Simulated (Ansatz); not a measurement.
`N[SiH2]S[SiH](N)F` → F• + 7 H• + 2 N• + S• + 2 Si•  (atomization)

Isolated molecules relaxed with PBE0-D4/def2-TZVP in Ansatz; ΔE leaves out vibrations. CCSD(T)/CBS adds triple-zeta CCSD(T) − MP2 to the extrapolated MP2 energy (def2 sets, frozen cores). This one scheme is used for every species, atoms too. Functionals use def2-TZVPP. B3LYP here is the variant with VWN-RPA as its local correlation; programs differ in this. Open shells (•) are unrestricted, without spin–orbit coupling. Spin–orbit coupling would lower the free atoms: a little for F, S, Si. Each species was taken in one conformer, which may not be the lowest.

Question: What is ΔE at CCSD(T)/CBS? (An estimate is asked.)

Answer: The calculation gave: +4575.0 kJ/mol.

Question: What do these levels give: r2SCAN-D4, B3LYP-D4, ωB97M-V, PBE, r2SCAN, PBE0, B3LYP, MP2/def2-TZVPP, SCS-MP2/def2-TZVPP, CCSD(T)/def2-TZVPP, HF/CBS(def2), CCSD/CBS(def2)? (An estimate is asked.)

Answer: Ansatz gave: r2SCAN-D4 4550.7, B3LYP-D4 4559.8, ωB97M-V 4590.8, PBE 4564.1, r2SCAN 4541.2, PBE0 4493.0, B3LYP 4497.6, MP2/def2-TZVPP 4485.5, SCS-MP2/def2-TZVPP 4489.3, CCSD(T)/def2-TZVPP 4414.8, HF/CBS(def2) 3233.6, CCSD/CBS(def2) 4506.0 kJ/mol.

Largest T1 diagnostic among the species: 0.012.

From PBE to PBE0 (25 % exact exchange), in def2-TZVPP and without D4, ΔE moves by −71.1 kJ/mol: exact exchange takes away binding that semilocal exchange gives to molecules. The D4 term adds +62.2 kJ/mol with B3LYP and +33.0 kJ/mol with PBE0; it sums over pairs of atoms, weighted by their polarisabilities, and B3LYP, whose exchange is more repulsive, gets the larger term.

For atomizations the MP2-based limit and the directly extrapolated one differ by several kJ/mol either way, and by 10 to 25 for some Ge, Se and Sn compounds, so smaller differences from it don't rank the levels.
